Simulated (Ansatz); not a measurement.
`C=C[CH2][Al]([Cl])[Cl]` + `BO` → `B[O][Al]([Cl])[Cl]` + `C=CC` at 500 K and 1 bar (ligand exchange at the Al–C bond).

Isolated molecules relaxed with PBE0-D4/def2-TZVP in Ansatz; ΔE leaves out vibrations. CCSD(T)/CBS is the MP2 limit (def2-TZVPP, def2-QZVPP) plus CCSD(T) − MP2 in def2-TZVPP, frozen cores. This one scheme is used for every species. Each species was taken in one conformer, which may not be the lowest.

```tsv
species	CCSD(T)/CBS energy (Eh)	H − E (kJ/mol)	S (J/(mol·K))
`C=C[CH2][Al]([Cl])[Cl]`	-1278.87133	244.4	453.0
`BO`	-101.80414	113.6	256.0
`B[O][Al]([Cl])[Cl]`	-1262.97636	119.0	419.3
`C=CC`	-117.74610	238.4	304.6
```

H − E and S are ideal-gas, rigid-rotor, harmonic terms from PBE0-D4/def2-TZVP, for one conformer and one mirror image of each species. 1 Eh = 2625.50 kJ/mol, R = 8.31446 J/(mol·K).

By hand: ΔE, ΔH, ΔS and ΔG.

ΔE = (-1262.97636) + (-117.74610) − (-1278.87133) − (-101.80414) = -0.04699 Eh = -123.4 kJ/mol. Δ(H − E) = 119.0 + 238.4 − 244.4 − 113.6 = -0.6, so ΔH = -124.0 kJ/mol. ΔS = 419.3 + 304.6 − 453.0 − 256.0 = 14.9 J/(mol·K). ΔG = -124.0 − 500 × (14.9)/1000 = -131.4 kJ/mol.

By hand: the equilibrium constant, and the temperature at which ΔG would vanish if ΔH and ΔS stayed fixed.

log₁₀ K = −ΔG/(RT ln 10) = 13.7. ΔH and −TΔS have one sign here, so there is no such temperature.

The number of gas molecules stays the same, so ΔS is small and ΔH decides. A doubt of 5 kJ/mol in ΔE shifts log₁₀ K by 0.5 here. Other conformers and mirror images would add mixing entropy, several J/(mol·K) or more a flexible species. These are equilibria of isolated gas molecules and say nothing of rates. Largest T1 diagnostic: 0.014 (customary marks: 0.02 for closed shells, 0.045 for open ones).
